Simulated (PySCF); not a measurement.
Molfile (atoms numbered from 1):
```
C7H4ClFO
     RDKit          3D

 14 14  0  0  0  0  0  0  0  0999 V2000
    2.9138    1.2456   -0.2550 O   0  0  0  0  0  0  0  0  0  0  0  0
    2.3150    0.2526    0.0097 C   0  0  0  0  0  0  0  0  0  0  0  0
    3.2209   -1.1978    0.4630 Cl  0  0  0  0  0  0  0  0  0  0  0  0
    0.8564    0.0821    0.0054 C   0  0  0  0  0  0  0  0  0  0  0  0
    0.0918    1.1996   -0.3434 C   0  0  0  0  0  0  0  0  0  0  0  0
   -1.2874    1.1219   -0.3707 C   0  0  0  0  0  0  0  0  0  0  0  0
   -1.9259   -0.0655   -0.0525 C   0  0  0  0  0  0  0  0  0  0  0  0
   -1.1552   -1.1643    0.2910 C   0  0  0  0  0  0  0  0  0  0  0  0
   -1.7719   -2.3179    0.6001 F   0  0  0  0  0  0  0  0  0  0  0  0
    0.2247   -1.1169    0.3269 C   0  0  0  0  0  0  0  0  0  0  0  0
    0.6012    2.1184   -0.5893 H   0  0  0  0  0  0  0  0  0  0  0  0
   -1.8718    1.9875   -0.6403 H   0  0  0  0  0  0  0  0  0  0  0  0
   -3.0009   -0.1515   -0.0662 H   0  0  0  0  0  0  0  0  0  0  0  0
    0.7886   -1.9942    0.5991 H   0  0  0  0  0  0  0  0  0  0  0  0
  1  2  2  0
  2  3  1  0
  2  4  1  0
  4  5  2  0
  5  6  1  0
  6  7  2  0
  7  8  1  0
  8  9  1  0
  8 10  2  0
 10  4  1  0
  5 11  1  0
  6 12  1  0
  7 13  1  0
 10 14  1  0
M  END
```

Single conformer, isolated molecule, relativity neglected. GFN2-xTB geometry; shieldings: GIAO PBE0/pcSseg-1; PySCF 2.14.0 with density-fitted response routines.

References, each an isolated molecule treated in the same way: 13C (σref 186.93) and 1H (σref 31.72) vs TMS; H2O for 17O (σref 336.08); 35Cl (σref 949.78) vs HCl; 19F (σref 170.95) vs CFCl3.

```json
{"atoms": "O1", "nucleus": "17O", "count": "1", "δ (ppm)": "?"}
{"atoms": "F9", "nucleus": "19F", "count": "1", "δ (ppm)": "-112.4"}
{"atoms": "H14", "nucleus": "1H", "count": "1", "δ (ppm)": "8.44"}
{"atoms": "H12", "nucleus": "1H", "count": "1", "δ (ppm)": "7.79"}
{"atoms": "C10", "nucleus": "13C", "count": "1", "δ (ppm)": "127.9"}
{"atoms": "C2", "nucleus": "13C", "count": "1", "δ (ppm)": "?"}
{"atoms": "C7", "nucleus": "13C", "count": "1", "δ (ppm)": "129.4"}
{"atoms": "C6", "nucleus": "13C", "count": "1", "δ (ppm)": "135.8"}
{"atoms": "C4", "nucleus": "13C", "count": "1", "δ (ppm)": "?"}
{"atoms": "C8", "nucleus": "13C", "count": "1", "δ (ppm)": "172.6"}
{"atoms": "H11", "nucleus": "1H", "count": "1", "δ (ppm)": "?"}
{"atoms": "H13", "nucleus": "1H", "count": "1", "δ (ppm)": "7.67"}
{"atoms": "Cl3", "nucleus": "35Cl", "count": "1", "δ (ppm)": "409"}
{"atoms": "C5", "nucleus": "13C", "count": "1", "δ (ppm)": "133.0"}
```

Problem. Estimate the values marked ?.

Solution. 
- C2: 176.1 ppm, carbonyl carbon
- C4: 138.7 ppm, substituted aromatic carbon
- H11: 8.27 ppm, hydrogen on an aromatic CH; ring current plus the deshielding of an ortho carbonyl group
- O1: 570.5 ppm, carbonyl oxygen

Carbons that carry Cl, above all several Cl atoms, come out too deshielded, partly because spin–orbit coupling is missing. Shifts are as computed. Against solution values, carbons near 30 ppm lie about +3 ppm off and those near 130 ppm about +5 ppm; carbons on Cl a further +6 ppm. Of 1211 compounds with measured shifts, 218 miss one by over three times the rms of a fit or turn the order of signals round; such compounds aren't used in these exercises. Unscaled 19F shifts against computed CFCl3 carry errors that often reach 10 to 50 ppm. Unscaled 17O shifts of doubly bonded oxygen tend to come out too high, by tens of ppm or more. Experimental scales use liquid or dissolved standards, which lie at an offset from isolated H2O (liquid H2O: subtract about 36 ppm).
